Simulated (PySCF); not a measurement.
Distorted geometries of Nd(NO2)3

Nd(NO2)3 (singlet in the valence; each metal's 4f electrons, 3 of them, lie in its core potential, out of spins and levels). PySCF 2.14.0, RKS r2SCAN, Nd lcecp-1-SVP with ECP49, O def2-SVP, N def2-SVP; non-relativistic Hamiltonian with scalar-relativistic core potentials where named; density fitting; no spin-orbit coupling. Relaxed geometry:

```xyz
10

Nd    0.0000    0.0000    0.0000
O     2.1698    0.0000    1.0511
O     2.1698    0.0000   -1.0511
N     2.8737    0.0000    0.0000
O    -1.0849    1.8791    1.0511
O    -1.0849    1.8791   -1.0511
N    -1.4368    2.4887    0.0000
O    -1.0849   -1.8791    1.0511
O    -1.0849   -1.8791   -1.0511
N    -1.4368   -2.4886    0.0000
```

Order these distorted geometries by energy above the relaxed one, lowest first.
A.
```xyz
10

Nd   -0.0213    0.0734   -0.0001
O     2.2069    0.0392    1.0095
O     2.2612   -0.0423   -1.0174
N     2.9758   -0.0295   -0.0222
O    -1.1282    1.8215    1.0941
O    -1.1071    1.8697   -1.0723
N    -1.4486    2.4574    0.0616
O    -1.0687   -1.9034    1.0147
O    -1.1191   -1.7164   -1.0592
N    -1.5509   -2.5695   -0.0088
```
B.
```xyz
10

Nd   -0.0262    0.1822   -0.0778
O     2.2989   -0.0473    1.1323
O     2.1652    0.0584   -1.1357
N     2.7120    0.1495   -0.0678
O    -0.9859    1.8063    1.1279
O    -1.1785    1.6976   -0.9760
N    -1.2908    2.4980   -0.0227
O    -1.0287   -1.8965    1.0265
O    -1.1134   -1.8807   -1.0191
N    -1.5524   -2.5675    0.0123
```
C.
```xyz
10

Nd    0.0055    0.0421   -0.0198
O     2.1619   -0.0039    1.0232
O     2.1844   -0.0347   -1.0480
N     2.9149   -0.0196    0.0047
O    -1.0647    1.8743    1.0069
O    -1.0930    1.9130   -1.0766
N    -1.4867    2.4972    0.0298
O    -1.0824   -1.9030    1.0898
O    -1.0969   -1.8807   -1.0218
N    -1.4429   -2.4847    0.0118
```

C (0.16 eV), A (1.10 eV), B (2.62 eV).

Which forces (eV/Å) act in the one that lies 2.62 eV up?


```
Nd   1.36 -5.92  1.37
O   -3.08 -0.01 -3.00
O   -4.37 -0.62 -0.99
N    7.65  1.12  3.69
O   -0.84  2.75 -1.64
O   -1.56  2.45 -2.54
N    0.18 -1.31  3.23
O   -1.74 -2.06 -0.14
O   -1.60 -1.83 -0.26
N    4.00  5.43  0.29
```
Forces carry noise of the integration grid, about 0.01 to 0.03 eV/Å.

No frequency check is given that shows the relaxed geometry to be a minimum. An lcecp potential fixes the number of 4f electrons, so in runs with it no electron can move into or out of that shell.
